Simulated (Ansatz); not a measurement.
`FC[SiH2]F` + H₂ → `C[SiH2]F` + H–F at 700 K and 1 bar (hydrogenolysis of a C–F bond).

Isolated molecules relaxed with PBE0-D4/def2-TZVP in Ansatz; ΔE leaves out vibrations. CCSD(T)/CBS is the MP2 limit (def2-TZVPP, def2-QZVPP) plus CCSD(T) − MP2 in def2-TZVPP, frozen cores. This one scheme is used for every species. Each species was taken in one conformer, which may not be the lowest.

| species | CCSD(T)/CBS energy (Eh) | H − E (kJ/mol) | S (J/(mol·K)) |
| --- | --- | --- | --- |
| `FC[SiH2]F` | -529.16787 | 190.0 | 398.0 |
| H₂ | -1.17544 | 46.8 | 155.3 |
| `C[SiH2]F` | -430.00374 | 203.1 | 369.0 |
| H–F | -100.39570 | 45.2 | 198.5 |

H − E and S are ideal-gas, rigid-rotor, harmonic terms from PBE0-D4/def2-TZVP, for one conformer and one mirror image of each species. The MP2-based limit puts H₂ 0.8 mEh under its directly extrapolated value; such offsets cancel only in part. 1 Eh = 2625.50 kJ/mol, R = 8.31446 J/(mol·K).

**Question.** By hand: ΔE, ΔH, ΔS and ΔG.

**Answer.** ΔE = (-430.00374) + (-100.39570) − (-529.16787) − (-1.17544) = -0.05613 Eh = -147.4 kJ/mol. Δ(H − E) = 203.1 + 45.2 − 190.0 − 46.8 = 11.5, so ΔH = -135.9 kJ/mol. ΔS = 369.0 + 198.5 − 398.0 − 155.3 = 14.2 J/(mol·K). ΔG = -135.9 − 700 × (14.2)/1000 = -145.8 kJ/mol.

**Question.** By hand: the equilibrium constant, and the temperature at which ΔG would vanish if ΔH and ΔS stayed fixed.

**Answer.** log₁₀ K = −ΔG/(RT ln 10) = 10.9. ΔH and −TΔS have one sign here, so there is no such temperature.

The number of gas molecules stays the same, so ΔS is small and ΔH decides. A doubt of 5 kJ/mol in ΔE shifts log₁₀ K by 0.4 here. Other conformers and mirror images would add mixing entropy, several J/(mol·K) or more a flexible species. These are equilibria of isolated gas molecules and say nothing of rates. Largest T1 diagnostic: 0.011 (customary marks: 0.02 for closed shells, 0.045 for open ones).
